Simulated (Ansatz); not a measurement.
`[SH][Al]([Br])[Br]` at its PBE0-D4/def2-TZVP geometry, where that method's forces vanish. Total charge 0; spin multiplicity 1.

```json
{"atom": "S1", "x (Å)": "-0.569", "y (Å)": "-1.556", "z (Å)": "-0.564"}
{"atom": "Al2", "x (Å)": "0.232", "y (Å)": "0.411", "z (Å)": "-0.171"}
{"atom": "Br3", "x (Å)": "1.178", "y (Å)": "1.538", "z (Å)": "-1.852"}
{"atom": "Br4", "x (Å)": "0.122", "y (Å)": "1.314", "z (Å)": "1.874"}
{"atom": "H5", "x (Å)": "-0.963", "y (Å)": "-1.707", "z (Å)": "0.713"}
```

(1) For each bond, give half the difference of the two atoms' forces along it (eV/Å; positive pushes the atoms apart) under PBE-D4, r2SCAN-D4, B3LYP-D4, ωB97M-V in def2-TZVPP. (Estimate.)

Results:

(1) The calculation gave: 
```json
{"bond": "S1–Al2", "length (Å)": "2.160", "PBE-D4": "0.12", "r2SCAN-D4": "0.04", "B3LYP-D4": "0.04", "ωB97M-V": "-0.01"}
{"bond": "S1–H5", "length (Å)": "1.345", "PBE-D4": "0.25", "r2SCAN-D4": "0.01", "B3LYP-D4": "-0.03", "ωB97M-V": "-0.09"}
{"bond": "Al2–Br3", "length (Å)": "2.234", "PBE-D4": "0.13", "r2SCAN-D4": "0.01", "B3LYP-D4": "0.07", "ωB97M-V": "-0.01"}
{"bond": "Al2–Br4", "length (Å)": "2.239", "PBE-D4": "0.11", "r2SCAN-D4": "0.02", "B3LYP-D4": "0.08", "ωB97M-V": "-0.02"}
```

B3LYP here is the variant with VWN-RPA as its local correlation; programs differ in this.

Results of the Gaussian-basis code of Ansatz.
